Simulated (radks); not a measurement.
Task: Mn, configuration [Ar] 3d3 4s2 5s2 (not the ground configuration). Calculated with a radial shooting solver on a logarithmic mesh with Libxc functionals: scalar-relativistic Kohn-Sham, PBE, spin-polarised, spherical densities, finite nucleus; open shells are filled with parallel spins first; Fermi nuclear charge, rms radius 3.7057 fm. Some entries of the table are withheld. Estimate them.

| orbital | occ. | eigenvalue (eV) | <r> (bohr) |
|---|---|---|---|
| 1s down | 1 | -6452.946 | 0.06091 |
| 1s up | 1 | -6452.941 | 0.06091 |
| 2s up | 1 | -769.8637 | 0.2796 |
| 2s down | 1 | -768.2490 | 0.2792 |
| 2p up | 3 | -655.7775 | 0.2474 |
| 2p down | 3 | -654.5472 | 0.2469 |
| 3s up | 1 | -110.0168 | 0.8350 |
| 3s down | 1 | -106.2494 | 0.8381 |
| 3p up | 3 | -78.2214 | 0.8750 |
| 3p down | 3 | -74.5429 | 0.8804 |
| 3d up | 3 | -28.6570 | 0.9959 |
| 3d down | 0 | -25.1989 | 1.025 |
| 4s up | 1 | -14.8743 | 2.394 |
| 4s down | 1 | -14.0911 | 2.455 |
| 4p up | 0 | -8.5224 | (1) |
| 4p down | 0 | -8.0246 | (2) |
| 5s up | 1 | -2.5148 | 6.359 |
| 5s down | 1 | -2.4218 | 6.496 |
| 4d up | 0 | (3) | 5.415 |
| 4d down | 0 | (4) | 5.650 |

Result: 
(1) 4p up <r> (bohr): 2.869
(2) 4p down <r> (bohr): 2.957
(3) 4d up eigenvalue (eV): -1.6144
(4) 4d down eigenvalue (eV): -1.5061
